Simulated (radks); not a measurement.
Task: These are the eigenvalues of the occupied orbitals of an atom or ion with whole-number occupations (eV). All-electron calculation, scalar-relativistic Kohn-Sham, PBE, spin-polarised, spherical densities, finite nucleus; Fermi nuclear charge, rms radius of each element as measured or else 0.836 A^(1/3) + 0.57 fm. Program: a radial shooting solver on a logarithmic mesh with Libxc functionals.

1s: -5444.430
2s: -684.8766
2p: -585.2307
3s: -144.6842
3p: -117.4331

Which element is it, and in what charge state? The configuration may be excited. Open shells, if any, are filled with parallel spins first.

Result: Z = 23, vanadium, charge +5: V5+ in [Ar]. The list shows which subshells hold electrons but not how many an open one holds; the 1s level, -200.08 hartree, gives Z - s = 20.0 by -(Z - s)^2/2, which with screening and relativity narrows Z to a few neighbours, and the depths of the outer levels then fix element, charge and occupations together.
